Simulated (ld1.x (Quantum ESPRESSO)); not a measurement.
# LDA (PZ) TM dataset for Si (Z = 14), scalar-relativistic all-electron reference.

```
Element                 : Si
Generator               : ld1.x (Quantum ESPRESSO) 7.5
Type                    : norm-conserving Troullier–Martins (Kleinman–Bylander form)
Functional              : LDA (PZ)
Relativity              : scalar-relativistic
Frozen core             : [Ne]
Valence charge          : 4
Reference configuration : 3s2 3p2
Partial waves           : 3s (bound): rc 1.90 bohr; 3p (bound): rc 1.95 bohr; 3d channel at 0.45 Ry: rc 1.85 bohr
Local potential         : all-electron potential smoothed inside 1.75 bohr (lloc = -1)
Core correction         : a·sin(br)/r model core inside 1.20 bohr
```

Poles of the logarithmic derivatives, all-electron (AE) and pseudo (PS). s: poles at 1.3 (AE) and 1.2 (PS) Ry. p: poles at 2.2 (AE) and 2.1 (PS) Ry. d: poles at 3.0 (AE) and 3.1 (PS) Ry. Test radius 2.15 bohr.

* Cutoffs needed: 15 Ry and 35 Ry (the cutoffs (Ry, on a coarse ladder) from which the occupation-weighted sum of valence levels, in a spherical-Bessel basis at the reference potential, stays within 10 and 1 mRy of its value at 400 Ry)
* Ghost test: no extra level below or beside the all-electron valence levels (s, p, d, f tested) (spherical-Bessel basis up to 400 Ry, 20 bohr box)
* Largest excitation error: +82 meV (all-electron minus pseudo) for 3s1 3p0, out of 7 test configurations
